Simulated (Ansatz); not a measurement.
One change: `[OH][Al]([OH])[F]` becomes `[OH][Al]([F])[CH2][SiH3]`.

Ansatz, PBE0-D4/def2-TZVP geometries, multiplicity 1. Each molecule was computed in one conformer, which needn't be the lowest.

```csv
property,`[OH][Al]([OH])[F]`
HOMO–LUMO gap (B3LYP/def2-TZVPP) / eV,7.95
LUMO energy (PBE/def2-TZVPP) / eV,-1.61
size of the dipole moment (PBE/def2-TZVPP) / D,0.65
HOMO energy (ωB97M-V/def2-TZVPP) / eV,-11.83
size of the dipole moment (B3LYP/def2-TZVPP) / D,0.74
size of the dipole moment (ωB97M-V/def2-TZVPP) / D,0.77
```

Task: What does the change do to each property? (Best estimate.)

Result: Ansatz gave: 
```tsv
property	`[OH][Al]([F])[CH2][SiH3]`	shift
HOMO–LUMO gap (B3LYP/def2-TZVPP) / eV	7.65	-0.30
LUMO energy (PBE/def2-TZVPP) / eV	-1.33	0.28
size of the dipole moment (PBE/def2-TZVPP) / D	1.05	0.40
HOMO energy (ωB97M-V/def2-TZVPP) / eV	-10.87	0.96
size of the dipole moment (B3LYP/def2-TZVPP) / D	1.03	0.29
size of the dipole moment (ωB97M-V/def2-TZVPP) / D	1.03	0.26
```

With PBE0 the HOMO rises by 0.67 eV and the LUMO rises by 0.24 eV, so the gap narrows by about 0.43 eV. PBE moves the HOMO by 0.23 eV and ωB97M-V by 0.96 eV. Dipoles are sizes alone; their direction can turn.

B3LYP here is the variant with VWN-RPA as its local correlation; programs differ in this.
